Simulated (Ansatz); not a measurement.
Relaxation of Cd₄⁻ with UKS PBE0/def2-SVPD.

```sh
$ ansatz run in.yaml --threads 4 --pin off --events-out ev --progress --plain --max-ram 3916MiB
```

```yaml
crystal:
  periodic: [false, false, false]
  atoms:
    - {symbol: Cd, position_ang: [-0.873446, 1.219586, -0.070414]}
    - {symbol: Cd, position_ang: [0.875879, -1.217509, 0.073395]}
    - {symbol: Cd, position_ang: [1.651589, 1.066167, -2.019148]}
    - {symbol: Cd, position_ang: [-1.654022, -1.068254, 2.016167]}
basis:
  gaussian: {orbitals: def2-SVPD}
total_charge: -1
magnetization: {spin_polarized: true, initial_magnetization: 3}
hamiltonian: {xc: pbe0}
scf: {lower_state_search: "off"}
output: {orbitals: {seedname: orbitals}}
relax: {f_tol: 0.02, max_steps: 100}
```

Run time 89 s (4 threads of Arm Neoverse V2 on a shared host), peak host memory 0.68 GiB.

Positions (Å) and forces (eV/Å) at steps 1, 2, 3, 4, 5, 7, 8, 10 of 10:

```xyz
4
step=1 energy=-18256.0393 eV
Cd   -0.873    1.220   -0.070    0.069   -0.097    0.005
Cd    0.876   -1.218    0.073   -0.233    0.323   -0.020
Cd    1.652    1.066   -2.019   -0.296   -0.358    0.470
Cd   -1.654   -1.068    2.016    0.461    0.131   -0.455
4
step=2 energy=-18256.2149 eV
Cd   -0.895    1.250   -0.072   -0.100    0.138   -0.009
Cd    0.860   -1.196    0.072   -0.041    0.055   -0.005
Cd    1.604    0.997   -1.936   -0.359   -0.374    0.531
Cd   -1.569   -1.051    1.937    0.500    0.181   -0.517
4
step=3 energy=-18256.4471 eV
Cd   -0.946    1.320   -0.077   -0.026    0.035   -0.003
Cd    0.882   -1.226    0.073    0.043   -0.062    0.003
Cd    1.526    0.918   -1.822   -0.343   -0.202    0.409
Cd   -1.462   -1.011    1.826    0.326    0.230   -0.409
4
step=4 energy=-18256.6030 eV
Cd   -1.010    1.409   -0.082    0.045   -0.063    0.003
Cd    0.975   -1.357    0.081    0.022   -0.031    0.001
Cd    1.396    0.864   -1.681   -0.139   -0.021    0.126
Cd   -1.360   -0.915    1.683    0.072    0.115   -0.131
4
step=5 energy=-18256.6203 eV
Cd   -1.018    1.419   -0.083   -0.048    0.066   -0.004
Cd    1.019   -1.420    0.084    0.045   -0.062    0.003
Cd    1.321    0.854   -1.613    0.044    0.025   -0.051
Cd   -1.322   -0.853    1.613   -0.041   -0.029    0.052
4
step=7 energy=-18256.6413 eV
Cd   -1.048    1.460   -0.086   -0.117    0.145    0.002
Cd    1.049   -1.461    0.086    0.117   -0.144   -0.002
Cd    1.313    0.848   -1.603   -0.083   -0.069    0.111
Cd   -1.314   -0.847    1.603    0.083    0.068   -0.111
4
step=8 energy=-18256.7026 eV
Cd   -1.156    1.604   -0.091    0.018   -0.032    0.006
Cd    1.165   -1.617    0.091   -0.041    0.066   -0.009
Cd    1.232    0.799   -1.506   -0.066   -0.074    0.100
Cd   -1.241   -0.786    1.505    0.089    0.040   -0.097
4
step=10 energy=-18256.7112 eV
Cd   -1.195    1.635   -0.080    0.005    0.000   -0.004
Cd    1.195   -1.635    0.079   -0.005    0.000    0.004
Cd    1.204    0.750   -1.452   -0.006    0.003    0.003
Cd   -1.204   -0.750    1.452    0.006   -0.003   -0.003
```

In the def2 sets Cd takes a core potential; there is no spin–orbit coupling. The highest occupied level of the charge -1 quartet lies above zero (up to 0.24 eV). It is a level of α spin, whose loss leaves a triplet; that state wasn't run at this geometry and level. The electron is either unbound and held by the finite basis, or the level is raised by self-interaction error. The relaxation made no stability test and no search for a lower SCF solution. At PBE0/def2-SVPD a doublet of charge -1 lies 1.35 eV below the quartet, each at its own geometry. The structure comes from a short search, and lower isomers may exist.
